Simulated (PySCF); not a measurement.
H₄NSi, SMILES [NH][SiH3] (connectivity only; charge and spin as stated), charge -1, multiplicity 1. Heavy atoms are numbered as in [NH:1][SiH3:2]. Hydrogens are named by the atom that carries them.

Coordinates come from a PBE0-D3(BJ)/def2-TZVPD optimisation. The spin state was assumed, not searched. The isomer is the one that the SMILES or the coordinates give; other isomers of the formula were not compared.

The numbers are results of PBE0/pcSseg-2 (PySCF), not measurements.

GIAO shieldings, no solvent; atoms alike by connectivity are averaged. δ = σ(ref) − σ: ¹⁵N against NH3 (σ = 263.3 ppm); ²⁹Si against TMS (σ = 341.9 ppm); ¹H against TMS (σ = 31.54 ppm), references at their B3LYP-D3(BJ)/def2-TZVP geometries, non-relativistic.

Computed chemical shifts:
```tsv
nucleus	atoms	count	δ (ppm)
¹⁵N	N1 (NH)	1	2.8
²⁹Si	Si2 (SiH3)	1	-91.2
¹H	H on Si2	3	5.75
¹H	H on N1	1	-3.28
```
